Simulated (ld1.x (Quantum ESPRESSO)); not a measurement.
## Building the PAW potential for samarium (Sm) (LDA (PZ), scalar-relativistic).

- Element: samarium (Sm)
- Generator: ld1.x (Quantum ESPRESSO) 7.5
- Type: PAW
- Functional: LDA (PZ)
- Relativity: scalar-relativistic
- Frozen core: [Kr] 4d10
- Valence charge: 16
- Reference configuration: 4f6 5s2 5p6 5d0 6s2 6p0
- Partial waves: 5s (bound): rcut 1.80, rcutus 2.15 bohr; 6s (bound): rcut 1.80, rcutus 2.15 bohr; 5p (bound): rcut 2.40, rcutus 2.80 bohr; 6p (bound, empty): rcut 2.40, rcutus 2.80 bohr; 5d (bound, empty): rcut 2.85, rcutus 3.25 bohr; 5d channel at 4.6 Ry: rcut 2.85, rcutus 3.25 bohr; 4f (bound): rcut 1.25, rcutus 1.60 bohr; 4f channel at 0.25 Ry: rcut 1.25, rcutus 1.60 bohr
- Local potential: all-electron potential smoothed inside 2.60 bohr (lloc = -1)
- Core correction: Bessel-smoothed model core, default radius (core density twice the valence density)
- Augmentation charge: PSQ, inside the norm-conserving radii

All-electron outer shells of the reference configuration (LDA (PZ), scalar-relativistic, ld1.x):

```csv
shell,level (eV),outermost node (bohr),outermost maximum (bohr)
4p,-246.92,0.30,0.56
4d,-128.67,0.28,0.59
5s,-43.39,0.69,1.27
5p,-23.32,0.74,1.43
6s,-3.73,1.70,3.62
4f,-2.66,–,0.61
5d,-1.84,0.84,2.19
6p,-1.26,2.06,4.94
```

Task: Does the generator finish with these settings?

Result: Yes, a potential is produced and its reference levels are reproduced.

Task: Is the overlap operator S = 1 + Σ q|β⟩⟨β| positive definite (Bessel basis up to 400 Ry)?

Result: No: its lowest eigenvalue is -16.298, in the p channel, so the generalised eigenproblem breaks down once the basis is large enough.

Its largest configuration-test error is -17 meV (4f6 5s2 5p6 5d0 6s0 6p0). Test run stopped at test 3 of 9 (negative rho).

The ghost test of this file was not conclusive. Its overlap operator is not positive definite in a basis up to 400 Ry (lowest eigenvalue s -0.10, p -16.30), so the file is unfit for use: the generalised eigenproblem breaks down once the basis is large enough, and its test numbers describe a broken file.
